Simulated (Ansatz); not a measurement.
Ansatz (a first-principles code) input:

Ansatz 0.2 input:
```yaml
crystal:
  periodic: [false, false, false]
  atoms:
    - {symbol: O, position_ang: [0.43661905, -0.65734483, 0.45730680]}
    - {symbol: Sn, position_ang: [-1.59273669, -0.90151243, -0.08100143]}
    - {symbol: H, position_ang: [-1.40451194, -0.18507235, -1.74805134]}
    - {symbol: H, position_ang: [-2.13304806, 0.71946393, 0.55408153]}
    - {symbol: Sn, position_ang: [1.48177579, 0.91143445, 0.03661180]}
    - {symbol: H, position_ang: [0.81313203, 2.37210262, 0.68185431]}
    - {symbol: H, position_ang: [1.71324391, 1.13372723, -1.66566301]}
    - {symbol: H, position_ang: [3.06627619, 0.72243638, 0.73880525]}
basis:
  gaussian:
    orbitals: def2-TZVPP
hamiltonian:
  xc: pbe
total_charge: -1
magnetization: {spin_polarized: false}
correlation: {method: rpa, electrons: outside_noble_gas}
```

Problem. Predict the final energy.

Solution. -505.30602 Eh (RPA@PBE/def2-TZVPP). The basis has 201 functions.

It need not be the lowest isomer of its formula. Whether it binds its extra electron was not tested at this geometry.
